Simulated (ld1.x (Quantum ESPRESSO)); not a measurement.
# Reading a pseudo-wave (Ta (Z = 73))

Columns: radius, all-electron u(r) and pseudo u(r) of the 5d shell (level -3.62 eV) of tantalum in the configuration [Kr] 4d10 4f14 5s2 5p6 5d3 6s2 6p0; PBEsol, scalar-relativistic, ultrasoft scheme, ld1.x (Quantum ESPRESSO) 7.5.

```csv
r (bohr),all-electron,pseudo
0.125,0.1954,0.0011
0.250,-0.0986,0.0087
0.375,-0.2966,0.0284
0.500,-0.2299,0.0637
0.625,-0.0406,0.1159
0.750,0.1659,0.1838
0.875,0.3445,0.2635
1.000,0.4825,0.3495
1.125,0.5809,0.4352
1.250,0.6456,0.5140
1.375,0.6833,0.5803
1.500,0.7006,0.6298
1.625,0.7029,0.6609
1.750,0.6943,0.6738
1.875,0.6781,0.6708
2.000,0.6569,0.6558
2.125,0.6326,0.6331
2.250,0.6063,0.6066
2.375,0.5791,0.5791
2.500,0.5515,0.5515
2.625,0.5241,0.5241
2.750,0.4971,0.4971
2.875,0.4708,0.4708
3.000,0.4452,0.4452
3.125,0.4206,0.4206
3.250,0.3969,0.3969
```

Task: How many radial nodes do the two functions have?

Result: The all-electron 5d function has n − l − 1 = 2; the pseudo-wave has 0, since the states of the same l below it are removed with the core.

Task: At about which radius was the pseudo-wave matched?

Result: 2.45 bohr. The columns agree to 0.0005 from 2.12 bohr on; several derivatives are matched, so the curves merge somewhat inside the radius.

Task: Where does each function peak?

Result: Outermost all-electron maximum near 1.62 bohr, pseudo maximum near 1.75 bohr (to the table’s step).

Task: Is the pseudo-wave norm-conserving?

Result: No, it belongs to an ultrasoft set: the norm inside the radius is not constrained, and the difference is carried by the augmentation charge.
